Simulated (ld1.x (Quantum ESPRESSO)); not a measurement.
Building the TM semilocal potential for barium (Ba) (PBE, scalar-relativistic).

Input for ld1.x (Quantum ESPRESSO) 7.5:

```
&input
   title='Ba', zed=56., rel=1, dft='PBE', iswitch=3,
   config='[Xe] 5d0 6s1.5 6p0',
   nld=3, rlderiv=1.85, eminld=-4.0, emaxld=5.0, deld=0.02
 /
 &inputp
   pseudotype=1, tm=.true., lloc=1,
   nlcc=.true., rcore=0.80,
   file_pseudopw='Ba.pp', file_wfcaegen='ae.wfc', file_wfcncgen='nc.wfc'
 /
3
6S  1  0   1.50   0.00  1.50  1.50  0.0
5D  3  2   0.00   0.00  1.00  1.00  0.0
5P  2  1   6.00   0.00  1.70  1.70  0.0
 &test
   configts(1)='5p6 5d0 6s1.5 6p0'
 /
```

Command:

```bash
ld1.x < Ba.in > Ba.out
```

The program printed (shortened: banner, matrices, multipoles, cross overlaps and the repeated all-electron block are left out):

```
[... start of the log left out ...]

     --------------------- Generating NC pseudopotential ---------------------

      Generating local pot.: lloc=1, matching radius rcloc =   1.7000

      Computing core charge for nlcc:

       r > 0.81 : true rho core
       r < 0.81 : rho core = a sin(br)/r    a=  49.00  b=   3.02

      Integrated core pseudo-charge :  22.29

      Wfc   6S  rcut= 1.491  Using Troullier-Martins method
     Message from routine find_coeff:
     giving up minimization, the error is still 0.1965E+03

      Wfc   5D  rcut= 1.000  Using Troullier-Martins method

       Warning: n=1, l=0 expected 0 nodes, found 1
       Setting wfc to zero for this iteration
       (This warning will only be printed once per wavefunction)

     ------------------- End of pseudopotential generation -------------------

     Computing logarithmic derivative in   1.85599

       Warning: n=2, l=1 expected 0 nodes, found 1
       Setting wfc to zero for this iteration
       (This warning will only be printed once per wavefunction)

 %%%%%%%%%%%%%%%%%%%%%%%%%%%%%%%%%%%%%%%%%%%%%%%%%%%%%%%%%%%%%%%%%%%%%%%%%%%%%%
     Error in routine run_pseudo (1):
     Errors in PS-KS equation
 %%%%%%%%%%%%%%%%%%%%%%%%%%%%%%%%%%%%%%%%%%%%%%%%%%%%%%%%%%%%%%%%%%%%%%%%%%%%%%

     stopping ...
```

The run stopped because the pseudo-atom solver did not find the valence states with the expected number of nodes, which is the usual sign of a ghost state.

The run took about 0.31 s on one core of a shared server CPU.
